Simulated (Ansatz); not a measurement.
Reaction (hydrogenolysis of a Ge–Si bond): `[SiH3][SiH2][SiH2][GeH2][SiH2][GeH3]` + H₂ → `[SiH3][SiH2][SiH2][GeH3]` + `[SiH3][GeH3]`

Program: Ansatz. Geometries: PBE0-D4/def2-TZVP. ΔE: electronic, gas phase. CCSD(T)/CBS is the MP2 limit (def2-TZVPP, def2-QZVPP) plus CCSD(T) − MP2 in def2-TZVPP, frozen cores. This one scheme is used for every species. DFT in def2-TZVPP. For Ge outer-core shells are correlated without core-valence functions, which leaves a few kJ/mol of doubt a bond. Scalar relativity is left out up to krypton. One conformer a species, not always the lowest.

Q: Is it downhill or uphill in electronic energy at CCSD(T)/CBS, and by how much? (Estimate.)

A: Ansatz gave: Uphill: ΔE = +15.6 kJ/mol.

Q: What do these levels give: LDA (SPW92), r2SCAN-D4, CAM-B3LYP-D4, ωB97X-V, revPBE, CCSD/def2-TZVPP? (Best estimate.)

A: Computed: LDA (SPW92) 16.5, r2SCAN-D4 15.1, CAM-B3LYP-D4 3.5, ωB97X-V 7.0, revPBE -1.4, CCSD/def2-TZVPP 3.5 kJ/mol.

Largest T1 diagnostic among the species: 0.013.

In def2-TZVPP, CCSD(T) changes the Hartree–Fock value by +45.6 kJ/mol (the triples alone add +8.1 kJ/mol) and MP2 by +52.9 kJ/mol. From r2SCAN to r2SCAN0 (25 % exact exchange), in def2-TZVPP and without D4, ΔE moves by −3.1 kJ/mol.
